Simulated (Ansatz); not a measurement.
CH4Si, SMILES `C=[SiH2]` (excited triplet) (charge 0, multiplicity 3). This triplet is an excited state, 1.67 eV above the relaxed singlet at the level composite: frozen-core CCSD(T) with HF/cc-pVQZ and the correlation energy extrapolated as X^-3 from cc-pVTZ and cc-pVQZ, plus CCSDT(Q) minus CCSD(T) in cc-pVDZ // B3LYP-D3(BJ)/def2-TZVP (Ansatz, an electronic-structure program).

Computed with PBE0/cc-pVTZ // B3LYP-D3(BJ)/def2-TZVP (Ansatz).

Ansatz 0.2 input:
```yaml
crystal:
  periodic: [false, false, false]
  atoms:
    - { symbol: C, position_ang: [-0.937439, 0.031239, -0.025572] }
    - { symbol: Si, position_ang: [0.868281, 0.127471, -0.390385] }
    - { symbol: H, position_ang: [-1.318481, -0.297967, 0.937736] }
    - { symbol: H, position_ang: [-1.702822, 0.294889, -0.745953] }
    - { symbol: H, position_ang: [1.565687, 1.076279, 0.522711] }
    - { symbol: H, position_ang: [1.526793, -1.203859, -0.270871] }
basis:
  gaussian: { orbitals: cc-pVTZ }
hamiltonian:
  xc: pbe0
magnetization:
  spin_polarized: true
  initial_magnetization: 2
```

Output:

```
Functional definition: PBE0
697 factors; their error is unknown
mean field evaluation 1: about -8969.3282 eV, gradient 2.5e1 eV
mean field evaluation 2: about -8968.2488 eV, gradient 2.7e1 eV
mean field evaluation 4: about -8972.5290 eV, gradient 4.9e-1 eV
mean field evaluation 8: about -8972.5609 eV, gradient 1.3e-1 eV
mean field evaluation 16: about -8972.5610 eV, gradient 2.7e-5 eV
mean field -8972.56100166 eV, -329.7355349907 hartree, gradient 2.7e-5 eV, S^2 2.005462; 0 other end points of the search recorded, 0 dependent functions left out
reference -8972.56102672 eV, -329.7355359118 hartree; 13, 11 occupied and 107, 109 virtual orbitals, 697 factors
Total energy: -8972.56102672 eV, -329.7355359118 hartree
```
